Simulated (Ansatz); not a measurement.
Relaxation of the cluster Ag₅Se⁻ with RKS r2SCAN-D4/def2-SVPD.

```sh
$ ansatz run in.yaml --threads 4 --pin off --events-out ev --progress --plain --max-ram 4787MiB
```

```yaml
crystal:
  periodic: [false, false, false]
  atoms:
    - {symbol: Ag, position_ang: [1.150620, 1.597560, 0.712130]}
    - {symbol: Ag, position_ang: [-0.872950, 0.532250, -0.852290]}
    - {symbol: Ag, position_ang: [-1.208910, 0.812200, 1.883800]}
    - {symbol: Ag, position_ang: [-1.553880, -1.678830, 0.670720]}
    - {symbol: Ag, position_ang: [0.698390, -1.751940, -0.907140]}
    - {symbol: Se, position_ang: [1.786740, 0.488750, -1.507230]}
basis:
  gaussian: {orbitals: def2-SVPD}
total_charge: -1
hamiltonian: {xc: r2scan, dispersion: d4}
scf: {lower_state_search: "off"}
output: {orbitals: {seedname: orbitals}}
relax: {f_tol: 0.02, max_steps: 100}
```

Run time 54 s (4 threads of Arm Neoverse V1 on a shared host).

Positions (Å) and forces (eV/Å) at steps 1, 2, 3, 4, 5 of 5:

```xyz
6
step=1 energy=-85349.7811 eV
Ag    1.151    1.598    0.712   -0.347   -0.228    0.072
Ag   -0.873    0.532   -0.852    0.294   -0.148    0.215
Ag   -1.209    0.812    1.884    0.165    0.240   -0.055
Ag   -1.554   -1.679    0.671    0.119   -0.138   -0.237
Ag    0.698   -1.752   -0.907   -0.301    0.165    0.256
Se    1.787    0.489   -1.507    0.070    0.107   -0.250
6
step=2 energy=-85349.8383 eV
Ag    1.111    1.469    0.705    0.226    0.064    0.120
Ag   -0.817    0.506   -0.816   -0.320    0.140   -0.181
Ag   -1.216    0.851    1.885   -0.012    0.103    0.070
Ag   -1.568   -1.702    0.644   -0.042   -0.114   -0.033
Ag    0.686   -1.659   -0.809    0.200   -0.189    0.000
Se    1.803    0.536   -1.610   -0.052   -0.004    0.024
6
step=3 energy=-85349.8585 eV
Ag    1.136    1.462    0.721    0.048   -0.022    0.016
Ag   -0.845    0.515   -0.826   -0.061    0.027   -0.033
Ag   -1.213    0.873    1.884    0.008    0.058    0.016
Ag   -1.568   -1.715    0.627   -0.005   -0.049   -0.034
Ag    0.710   -1.673   -0.798    0.050   -0.013    0.021
Se    1.780    0.538   -1.607   -0.040   -0.001    0.014
6
step=4 energy=-85349.8638 eV
Ag    1.156    1.418    0.729   -0.009   -0.015   -0.002
Ag   -0.865    0.521   -0.831    0.009   -0.006    0.011
Ag   -1.214    0.899    1.881    0.005    0.020    0.002
Ag   -1.571   -1.728    0.606    0.001   -0.015   -0.014
Ag    0.738   -1.658   -0.763   -0.005    0.012    0.011
Se    1.756    0.549   -1.623    0.000    0.005   -0.008
6
step=5 energy=-85349.8644 eV
Ag    1.160    1.399    0.731   -0.005   -0.004   -0.006
Ag   -0.870    0.520   -0.829    0.008   -0.005    0.007
Ag   -1.214    0.910    1.881    0.002    0.006    0.000
Ag   -1.573   -1.734    0.598    0.001   -0.004   -0.005
Ag    0.746   -1.649   -0.748   -0.004    0.009    0.000
Se    1.751    0.554   -1.632   -0.002   -0.002    0.004
```

In the def2 sets Ag takes a core potential; there is no spin–orbit coupling. The restricted singlet is unstable towards broken spin symmetry in Hartree–Fock (as tested in another run); at r2SCAN-D4/def2-SVPD this wasn't settled. The relaxation made no stability test and no search for a lower SCF solution. No other spin state of charge -1 was run. Another isomer (singlet) lies 0.54 eV lower at PBE0-D4/def2-TZVPD; other spin states weren't run for this one.
